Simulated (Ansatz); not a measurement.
C₆H₁₁AlO₃ (`CC1=CC(C)=[O+][Al-]([CH3])([OH])[O]1`), relaxed with RKS PBE0-D4/def2-TZVP in Ansatz 0.2.0 from a PBE-D4/def2-SVP geometry. The force threshold is 0.005 eV/Å; the program also tests the step.

Total charge 0; spin multiplicity 1.

Start:

```xyz
21

C     0.159    0.894    2.856
C    -0.002    0.430    1.434
C    -0.293   -0.922    1.147
C    -0.449   -1.419   -0.166
C    -0.746   -2.875   -0.405
O    -0.349   -0.691   -1.225
Al   -0.035    1.156   -1.326
C     1.641    1.548   -2.244
O    -1.447    1.981   -1.889
O     0.139    1.340    0.532
H     1.159    1.358    2.976
H     0.039    0.079    3.592
H    -0.582    1.693    3.065
H    -0.396   -1.623    1.985
H     0.039   -3.304   -1.060
H    -0.809   -3.460    0.530
H    -1.701   -2.965   -0.963
H     1.573    1.304   -3.325
H     2.500    0.980   -1.830
H     1.893    2.627   -2.173
H    -2.332    1.869   -1.512
```

(1) By how much does the energy fall, and how many steps does the optimiser take? (Estimate.)

(2) Which bonds change most? (Best estimate.)

(3) Give the relaxed structure. (An estimate is asked.)

## Answers

(1) Ansatz gave: 0.12 eV, in 8 steps.

(2) Ansatz gave: Al7–O10 from 1.876 to 1.837 Å; O6–Al7 from 1.876 to 1.837 Å; Al7–O9 from 1.730 to 1.709 Å; C2–C3 from 1.413 to 1.396 Å.

(3) The calculation gave: 
```xyz
21

C     0.158    0.888    2.821
C    -0.008    0.428    1.411
C    -0.290   -0.910    1.132
C    -0.445   -1.396   -0.167
C    -0.737   -2.840   -0.404
O    -0.352   -0.674   -1.210
Al   -0.042    1.135   -1.300
C     1.627    1.527   -2.215
O    -1.439    1.949   -1.853
O     0.128    1.325    0.519
H     1.148    1.337    2.934
H     0.038    0.079    3.540
H    -0.573    1.674    3.027
H    -0.385   -1.601    1.956
H     0.044   -3.259   -1.044
H    -0.798   -3.410    0.520
H    -1.678   -2.927   -0.953
H     1.565    1.283   -3.281
H     2.469    0.963   -1.801
H     1.880    2.589   -2.147
H    -2.311    1.839   -1.483
```
